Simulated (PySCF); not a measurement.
C₂H₆GeO₂, SMILES O=[CH][Ge@@H]([CH3])[OH]. Heavy atoms are numbered as in [CH3:1][Ge@@H:2]([OH:3])[CH:4]=[O:5]. Hydrogens are named by the atom that carries them.

Coordinates come from a PBE-D3(BJ)/def2-SVP optimisation. The structure was generated by enumeration; whether it is a known compound was not checked. The values are those of a single conformer.

Method: PBE/pcSseg-1 (PySCF).

GIAO shieldings, no solvent; atoms alike by connectivity are averaged. δ = σ(ref) − σ: ¹³C against TMS (σ = 182.0 ppm); ⁷³Ge against GeH4 (σ = 1614.4 ppm); ¹⁷O against H2O (σ = 334.3 ppm); ¹H against TMS (σ = 31.49 ppm), references at their B3LYP-D3(BJ)/def2-TZVP geometries, non-relativistic.

| atoms | nucleus | count | δ (ppm) |
|---|---|---|---|
| C4 (CH) | ¹³C | 1 | 254.6 |
| C1 (CH3) | ¹³C | 1 | 4.3 |
| Ge2 (GeH) | ⁷³Ge | 1 | 319.0 |
| O5 | ¹⁷O | 1 | 873.4 |
| O3 (OH) | ¹⁷O | 1 | ___ |
| H on C4 | ¹H | 1 | ___ |
| H on Ge2 | ¹H | 1 | 6.01 |
| H on O3 | ¹H | 1 | ___ |
| H on C1 | ¹H | 3 | ___ |

**Question.** What belongs in the gaps? (Estimate from the structure and the level; the computed values follow.)

**Answer.** 
- H on C1, δ (ppm): 1.15
- H on O3, δ (ppm): 2.69
- H on C4, δ (ppm): 12.85
- O3 (OH), δ (ppm): 7.8
